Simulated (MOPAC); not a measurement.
Job for MOPAC: PM3 on BeC+, 2S+1 = 4, a spin state set in the input, which need not be the lowest, a point of a bond scan (R = 1.628 Å). Charge +1.

```
PM3 1SCF PRECISE CHARGE=1 UHF MS=1.5 THREADS=1
CBe

Be     0.00000000 1     0.00000000 1     0.00000000 1
C      0.00000000 1     0.00000000 1     1.62813400 1
```

The log:

```
*******************************************************************************
 **                                                                           **
 **                              MOPAC v23.2.5                                **
 **                                                                           **
 *******************************************************************************
 ** MOPAC's Digital Object Identifier: https://doi.org/10.5281/zenodo.6511958 **
 **                                                                           **
 ** Please cite the open-source release paper for use of this MOPAC version:  **
 ** J. E. Moussa and J. J. P. Stewart (2026)                                  **
 ** MOPAC: An open-source semiempirical molecular orbital program             **
 ** J. Open Source Softw., 11(119), 8025, https://doi.org/10.21105/joss.08025 **
 *******************************************************************************

                              PM3 CALCULATION RESULTS

 *******************************************************************************
 *  PM3        - The PM3 Hamiltonian to be used
 *  UHF        - UNRESTRICTED HARTREE-FOCK CALCULATION
 *
 *
 *
 *                 CHARGE ON SYSTEM = +1
 *
 *
 *
 *  MS=        - IN MECI, MAGNETIC COMPONENT OF SPIN =  1.5
 *  PRECISE    - TIGHTER CRITERIA TO BE USED
 *  1SCF       - DO 1 SCF AND THEN STOP
 *  THREADS=1  - MULTI-THREADING NOT USED
 *  T=         - A TIME OF 172800.0 SECONDS REQUESTED
 *  DUMP=N     - RESTART FILE WRITTEN EVERY 7200.0 SECONDS REQUESTED
 *******************************************************************************
PM3 1SCF PRECISE CHARGE=1 UHF MS=1.5 THREADS=1
 CBe

   ATOM   CHEMICAL          X               Y               Z
  NUMBER   SYMBOL      (ANGSTROMS)     (ANGSTROMS)     (ANGSTROMS)

     1      Be          0.00000000  *   0.00000000  *   0.00000000  *
     2       C          0.00000000  *   0.00000000  *   1.62813400  *



          CARTESIAN COORDINATES

    NO.       ATOM           X           Y           Z

     1        Be          0.0000      0.0000      0.0000
     2         C          0.0000      0.0000      1.6281

 Be: (PM3): J. J. P. STEWART, J. COMP. CHEM. 10, 209 (1989).
  C: (PM3): J. J. P. STEWART, J. COMP. CHEM. 10, 209 (1989).

           Empirical Formula: C Be  =     2 atoms



      MOLECULAR POINT GROUP   :   C*v


          UHF CALCULATION, NO. OF ALPHA ELECTRONS =    4
                           NO. OF BETA  ELECTRONS =    1

 -------------------------------------------------------------------------------
 PM3 1SCF PRECISE CHARGE=1 UHF MS=1.5 THREADS=1
 CBe



     1SCF WAS SPECIFIED, SO BFGS WAS NOT USED
     SCF FIELD WAS ACHIEVED


                              PM3 CALCULATION
                                                       MOPAC v23.2.5 Linux




          FINAL HEAT OF FORMATION =        372.43394 KCAL/MOL =    1558.26362 KJ/MOL


          COSMO AREA              =         76.66 SQUARE ANGSTROMS
          COSMO VOLUME            =         60.47 CUBIC ANGSTROMS

          IONIZATION POTENTIAL    =         16.211163 EV
          ALPHA SOMO LUMO (EV)    =        -16.211 -8.530
          BETA  SOMO LUMO (EV)    =        -23.987 -8.269
          NO. OF ALPHA ELECTRONS  =          4
          NO. OF BETA  ELECTRONS  =          1
          MOLECULAR WEIGHT        =         21.0232         POINT GROUP:  C*v

          MOLECULAR DIMENSIONS (Angstroms)

            Atom       Atom       Distance
            C     2   Be     1     1.62813
            C     2   Be     1     0.00000
           Be     1    C     2     0.00000


          SCF CALCULATIONS        =          1





   ATOM   CHEMICAL          X               Y               Z
  NUMBER   SYMBOL      (ANGSTROMS)     (ANGSTROMS)     (ANGSTROMS)

     1      Be          0.00000000  *   0.00000000  *   0.00000000  *
     2       C          0.00000000  *   0.00000000  *   1.62813400  *

                             CARTESIAN COORDINATES

   1   Be        0.000000000     0.000000000     0.000000000
   2    C        0.000000000     0.000000000     1.628134000


           Empirical Formula: C Be  =     2 atoms



      MOLECULAR POINT GROUP   :   C*v


          ALPHA EIGENVALUES
 -29.15254 -17.48744 -16.21116 -16.21116  -8.53038  -4.27710  -4.27710  -2.75963


           BETA EIGENVALUES
 -23.98660  -8.26854  -5.16188  -5.16188  -4.90900  -2.62320  -2.62320  -1.73828


              NET ATOMIC CHARGES AND DIPOLE CONTRIBUTIONS

  ATOM NO.   TYPE          CHARGE      No. of ELECS.   s-Pop       p-Pop
    1         Be           1.239525        0.7605     0.56044     0.20004
    2          C          -0.239525        4.2395     1.54092     2.69860
 DIPOLE           X         Y         Z       TOTAL
 POINT-CHG.     0.000     0.000    -6.341     6.341
 HYBRID        -0.000    -0.000    -1.112     1.112
 SUM           -0.000    -0.000    -7.453     7.453


          ATOMIC ORBITAL ELECTRON POPULATIONS

     Atom    s        px        py        pz
    1 Be   0.56044   0.03640   0.03640   0.12723
    2  C   1.54092   0.96360   0.96360   0.77141


                    (SZ)    =    1.500000
                    (S**2)  =    3.756931


          ATOMIC ORBITAL SPIN POPULATIONS

    Atom   Total    s     px     py     pz
         Atomic
    1 Be  0.1339  0.059  0.036  0.036  0.002
    2  C  2.8661  0.308  0.964  0.964  0.631

 **********************
 *                    *
 * JOB ENDED NORMALLY *
 *                    *
 **********************




 == MOPAC DONE ==
```

The run finished.

Cost: about 0.010 core-seconds (a rough figure).
